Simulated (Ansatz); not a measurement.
`[OH][Ge]([Cl])([Cl])[Cl]` and `[CH3][Ge]([Cl])([Cl])[Cl]` differ in one atom or group.

Ansatz, PBE0-D4/def2-TZVP geometries, multiplicity 1. Each molecule was computed in one conformer, which needn't be the lowest.

Scalar relativity is left out up to krypton.

```json
{"property": "LUMO energy (PBE0/def2-TZVPP) / eV", "`[OH][Ge]([Cl])([Cl])[Cl]`": "-1.67"}
{"property": "HOMO energy (PBE0/def2-TZVPP) / eV", "`[OH][Ge]([Cl])([Cl])[Cl]`": "-9.50"}
{"property": "LUMO energy (PBE/def2-TZVPP) / eV", "`[OH][Ge]([Cl])([Cl])[Cl]`": "-2.68"}
{"property": "size of the dipole moment (B3LYP/def2-TZVPP) / D", "`[OH][Ge]([Cl])([Cl])[Cl]`": "1.41"}
{"property": "HOMO–LUMO gap (PBE/def2-TZVPP) / eV", "`[OH][Ge]([Cl])([Cl])[Cl]`": "5.31"}
{"property": "HOMO energy (ωB97M-V/def2-TZVPP) / eV", "`[OH][Ge]([Cl])([Cl])[Cl]`": "-11.77"}
```

Q: What does the change do to each property? (Estimate.)

A: The calculation gave: 
```
                                        property  `[CH3][Ge]([Cl])([Cl])[Cl]`  shift
              LUMO energy (PBE0/def2-TZVPP) / eV                        -1.09   0.58
              HOMO energy (PBE0/def2-TZVPP) / eV                        -9.17   0.33
               LUMO energy (PBE/def2-TZVPP) / eV                        -2.10   0.58
size of the dipole moment (B3LYP/def2-TZVPP) / D                         2.64   1.23
             HOMO–LUMO gap (PBE/def2-TZVPP) / eV                         5.62   0.31
           HOMO energy (ωB97M-V/def2-TZVPP) / eV                       -11.41   0.36
```

With PBE0 the HOMO rises by 0.33 eV and the LUMO rises by 0.58 eV, so the gap widens by about 0.25 eV. PBE moves the HOMO by 0.27 eV and ωB97M-V by 0.36 eV. The zero-point energy changes by 60.7 kJ/mol with +6 modes. Dipoles are sizes alone; their direction can turn.

B3LYP here is the variant with VWN-RPA as its local correlation; programs differ in this.
